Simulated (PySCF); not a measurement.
# How exact exchange moves a shielding

Molecule: Trichlorosilane, Cl3HSi.

Geometry:
```tsv
atom	x (Å)	y (Å)	z (Å)
Cl1	-0.949	1.671	-0.587
Si2	0.006	0.003	0.112
Cl3	-1.000	-1.663	-0.517
Cl4	1.909	-0.037	-0.631
H5	0.051	0.031	1.587
```

GIAO shieldings (ppm, equivalent atoms averaged) in PySCF on the PBE0-D3(BJ)/def2-SVP geometry, basis pcSseg-2, gas phase, non-relativistic:

| functional | exact exchange (%) | σ(Cl1/Cl3/Cl4) | σ(Si2) |
| --- | --- | --- | --- |
| BLYP | 0 | 756.1 | 302.0 |
| BP86 | 0 | 765.1 | 311.9 |
| PBE | 0 | 764.9 | 313.3 |
| B3LYP | 20 | 786.8 | 316.7 |
| PBE0 | 25 | 803.4 | 331.6 |
| BHandHLYP | 50 | 825.5 | 340.4 |
| HF | 100 | 882.1 | 385.8 |

(1) Fit each shielding as a line in the percentage of exact exchange.

(2) What does the line predict for mPW1PW91 (25 %), and what does the run give?

Answers

(1) σ(Cl1/Cl3/Cl4) = 764.1 + 1.21 x (rms 4.8 ppm); σ(Si2) = 307.8 + 0.75 x (rms 5.0 ppm). The functionals also differ in their semilocal parts, which the line can't hold; Hartree–Fock has no correlation at all.

(2) σ(Cl1/Cl3/Cl4): 794.4 predicted, 803.9 computed; σ(Si2): 326.6 predicted, 330.5 computed ppm.
